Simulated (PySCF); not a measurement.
**Vibration and rotation of AsH⁺**

UHF-CCSD(T) constants of AsH⁺, ²Π (doublet), unpaired electrons π ↑ (PySCF, no relativity, basis sets As def2-TZVPPD, H def2-TZVPPD; masses 74.9216 and 1.0078 u):

```
ωe            : 2198.3 cm⁻¹
ωexe          : 34.4 cm⁻¹
Be            : 7.2701 cm⁻¹
αe            : 0.191 cm⁻¹
De to As⁺ + H : 3.12 eV
```

(1) What force constant and bond length do these constants imply?

(2) Estimate the centrifugal constant D from the Kratzer relation and find the Dunham coefficient a1.

Correlated steps freeze 9 core orbitals. Spin–orbit coupling is left out. For an ion De counts to the pair picked by the measured ionisation energies or electron affinities, which need not be the lowest pair at this level. The state is the lowest determinant that a PBE0 search found; another state may lie lower at other levels.

Results:

(1) Reduced mass μred = 0.99445 u; k = 5.8918×10⁻⁷·μred·ωe² (u, cm⁻¹, mdyn/Å) = 2.83 mdyn/Å; Re = √(16.8576/(μred·Be)) (u, cm⁻¹, Å) = 1.527 Å.

(2) D = 4Be³/ωe² = 0.000318 cm⁻¹; a1 = −1 − αeωe/(6Be²) = -2.32.
